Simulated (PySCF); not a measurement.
**C₆ coefficients of unlike pairs at PBE0**

Calculated with PySCF 2.14 from the dipole response of each species, C₆(A,B) = (3/π) ∫ α_A(iu) α_B(iu) du, in atomic units, from isotropic polarisabilities. For ions this is the dispersion term alone; charge-induced terms of lower order in 1/R come first.

```tsv
species	configuration	basis	relativity	α (bohr³)	C₆ (like pair)
Ca	[Ar] 4s2 (1S)	def2-TZVPPD (6s5p3d)	none	165.2	2332
Mn³⁺	[Ar] 3d4 (5D)	aug-cc-pVDZ-DK (7s6p4d2f)	spin-free X2C	1.886	4.402
Nb	[Kr] 4d4 5s1 (6D)	aug-cc-pwCVDZ-PP with ECP28MDF (6s6p5d3f)	core potential	94.25	1038
Se	[Ar] 3d10 4s2 4p4 (3P)	def2-QZVPPD (12s8p5d4f1g)	none	26.41	220.6
```

Problem. Estimate C₆ for Se with Ca.

Solution. The integral gives 597.1. The combination rule 2 C_A C_B / (C_A α_B/α_A + C_B α_A/α_B) gives 587.3 and the geometric mean 717.4.

No spin-orbit coupling is included.

The other pairs:

```json
{"pair": "Mn³⁺, Ca", "C₆": "53.52"}
{"pair": "Se, Mn³⁺", "C₆": "25.72"}
{"pair": "Se, Nb", "C₆": "444.3"}
{"pair": "Nb, Mn³⁺", "C₆": "44.85"}
{"pair": "Nb, Ca", "C₆": "1523"}
```
